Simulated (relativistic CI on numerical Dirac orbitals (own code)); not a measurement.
## Hyperfine structure of Ge23+, mass number 73

Computed by Dirac-Coulomb-Breit CI, separate exchange-only KLI orbitals for each configuration, a model potential for QED, unscaled Slater integrals (own radial code, finite nucleus).

Configuration list (outside the closed core 1s2): 2s2.2p5, 2s.2p6, 2p6.3s, 2p6.3p, 2p6.3d, 2s2.2p4.3s, 2s2.2p4.3p, 2s2.2p4.3d, 2s.2p5.3s, 2s.2p5.3p, 2s.2p5.3d, 2s2.2p4.4s, 2s2.2p4.4p, 2s2.2p4.4d, 2s2.2p4.4f, 2s.2p5.4s. Levels of other configurations are missing.

Nuclear spin I = 9/2, μ = -0.87824 μN, Q = -0.196 b (tables of Stone and Pyykkö). The electronic factors are computed for point nuclear moments, without core polarisation or the Bohr-Weisskopf and QED corrections.

```json
{"Level": "2s2.2p5 2P°_3/2", "E (Ry)": "0.0000", "A (GHz)": "-10.3", "B (GHz)": "18.8"}
{"Level": "2s2.2p5 2P°_1/2", "E (Ry)": "2.3991", "A (GHz)": "-55.01", "B (GHz)": ""}
{"Level": "2s.2p6 2S_1/2", "E (Ry)": "13.9398", "A (GHz)": "-179.5", "B (GHz)": ""}
{"Level": "2s2.2p4.3s 4P_5/2", "E (Ry)": "95.2040", "A (GHz)": "-17.16", "B (GHz)": "-10.7"}
{"Level": "2s2.2p4.3s 2P_3/2", "E (Ry)": "95.5334", "A (GHz)": "-2.616", "B (GHz)": "-3.71"}
{"Level": "2s2.2p4.3s 4P_1/2", "E (Ry)": "96.4592", "A (GHz)": "-42.42", "B (GHz)": ""}
{"Level": "2s2.2p4.3s 4P_3/2", "E (Ry)": "97.4657", "A (GHz)": "-13.87", "B (GHz)": "8.74"}
{"Level": "2s2.2p4.3s 2P_1/2", "E (Ry)": "97.7267", "A (GHz)": "13.76", "B (GHz)": ""}
```

Levels with J = 0, under 50 % of one LS term, or S terms without an open s electron are left out. Small factors come from cancelling terms and can be off by tens of per cent or more.

At this charge energies of transitions that change n are usually good to better than 1 %, and those within a shell (Δn = 0) to a few per cent.

**Question.** Give the hyperfine levels of 2s2.2p5 2P°_1/2 relative to its centre of gravity.

**Answer.** With K = F(F + 1) − I(I + 1) − J(J + 1), E = AK/2: F = 4: 151.3, F = 5: -123.8 GHz.

LS names give the leading component of a level, which can be under half, so a name can repeat, a term be missing and a line seem to break the LS rules.
